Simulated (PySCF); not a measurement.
C8H15B.
Atom-mapped SMILES: `[CH2:1]=[CH:2][CH2:3][C@@H:4]1[CH2:5][BH:6][CH2:7][CH2:8][CH2:9]1` (hydrogens: H10, H11 on C1; H12 on C2; H13, H14 on C3; H15 on C4; H16, H17 on C5; H18 on B6; H19, H20 on C7; H21, H22 on C8; H23, H24 on C9)

The closed-shell ground state was solved at several levels (PySCF, density fitting, gas phase, non-relativistic). Geometry: PBE0-D3(BJ)/def2-SVP, one conformer, isolated molecule.

```
              level  basis functions  total energy (Eh)  HOMO (eV)  LUMO (eV)  gap (eV)  dipole (D)
CAM-B3LYP/def2-SVPD              300          -338.2729      -8.64       0.39      9.03        0.18
      PBE0/pcSseg-1              228          -338.2441      -7.29      -0.67      6.62        0.19
```

**Question.** Estimate the row for mPW1PW91/pcSseg-1, a basis of 228 functions; the other rows only guide the guess.

**Answer.** Total energy -338.5929 Eh, HOMO -7.31 eV, LUMO -0.66 eV, gap 6.65 eV, dipole 0.18 D.

**Question.** Over all these levels, which gives the widest orbital gap and which the narrowest?

**Answer.** CAM-B3LYP/def2-SVPD (range-separated hybrid) has the widest, 9.03 eV, and PBE0/pcSseg-1 (global hybrid, 25 % exact exchange) the narrowest, 6.62 eV. Functional and basis both differ between the two, so the spread mixes both effects.

**Question.** How far do the dipole and the HOMO energy spread over the levels?

**Answer.** The dipole runs from 0.18 to 0.19 D (mean 0.19 D) and the HOMO from -8.64 to -7.29 eV.
